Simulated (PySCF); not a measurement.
**Molecular orbitals of SnPb**

PBE at R = 2.831 Å; basis Sn def2-SVP with ECP28, Pb def2-SVP with ECP60; scalar-relativistic core potentials; PySCF 2.14. State: ³Σ⁻ (triplet), unpaired electrons π ↑↑. Only the outer orbitals are listed, counted within each symmetry, core potentials removing the inner ones.

```json
{"spin": "α", "orbital": "7σ", "occ.": "1", "ε (eV)": "-12.72", "on Sn (%)": "25", "main shells (%)": "74 Pb s, 22 Sn s"}
{"spin": "α", "orbital": "8σ", "occ.": "1", "ε (eV)": "-9.97", "on Sn (%)": "73", "main shells (%)": "72 Sn s, 22 Pb s"}
{"spin": "α", "orbital": "5π", "occ.": "1", "ε (eV)": "-4.65", "on Sn (%)": "51", "main shells (%)": "50 Sn p, 48 Pb p"}
{"spin": "α", "orbital": "5π", "occ.": "1", "ε (eV)": "-4.65", "on Sn (%)": "51", "main shells (%)": "50 Sn p, 48 Pb p"}
{"spin": "α", "orbital": "9σ", "occ.": "1", "ε (eV)": "-4.47", "on Sn (%)": "52", "main shells (%)": "48 Sn p, 46 Pb p"}
{"spin": "α", "orbital": "6π", "occ.": "0", "ε (eV)": "-2.82", "on Sn (%)": "49", "main shells (%)": "51 Pb p, 49 Sn p"}
{"spin": "α", "orbital": "6π", "occ.": "0", "ε (eV)": "-2.82", "on Sn (%)": "49", "main shells (%)": "51 Pb p, 49 Sn p"}
{"spin": "α", "orbital": "10σ", "occ.": "0", "ε (eV)": "-0.31", "on Sn (%)": "50", "main shells (%)": "55 Pb p, 54 Sn p"}
{"spin": "β", "orbital": "7σ", "occ.": "1", "ε (eV)": "-12.14", "on Sn (%)": "23", "main shells (%)": "76 Pb s, 20 Sn s"}
{"spin": "β", "orbital": "8σ", "occ.": "1", "ε (eV)": "-9.39", "on Sn (%)": "75", "main shells (%)": "74 Sn s, 20 Pb s"}
{"spin": "β", "orbital": "9σ", "occ.": "1", "ε (eV)": "-4.11", "on Sn (%)": "51", "main shells (%)": "48 Sn p, 47 Pb p"}
{"spin": "β", "orbital": "5π", "occ.": "0", "ε (eV)": "-3.77", "on Sn (%)": "48", "main shells (%)": "51 Pb p, 48 Sn p"}
{"spin": "β", "orbital": "5π", "occ.": "0", "ε (eV)": "-3.77", "on Sn (%)": "48", "main shells (%)": "51 Pb p, 48 Sn p"}
{"spin": "β", "orbital": "6π", "occ.": "0", "ε (eV)": "-2.04", "on Sn (%)": "52", "main shells (%)": "51 Sn p, 48 Pb p"}
```

Q: Which are the highest filled and the lowest empty level, where do they sit, and how wide is the gap?

A: Highest filled β 9σ at -4.11 eV (in %: 48 Sn p, 47 Pb p); lowest empty β 5π at -3.77 eV (in %: 51 Pb p, 48 Sn p); the gap at PBE is 0.34 eV.

- bond order (Mayer): 1.98
- ⟨S²⟩: 2.002
- charge on Sn (Mulliken, basis-dependent): -0.01
- charge on Sn (Löwdin, basis-dependent): -0.01
- dipole moment (positive dipole means Sn(−)Pb(+)): 0.58 D
- polarisability along the bond: 190.4 bohr³
- polarisability across the bond: 59.4 bohr³

Spin–orbit coupling is left out, which matters for elements this heavy, above all for dissociation energies. The state is the lowest determinant that a PBE0 search found; another state may lie lower at other levels.
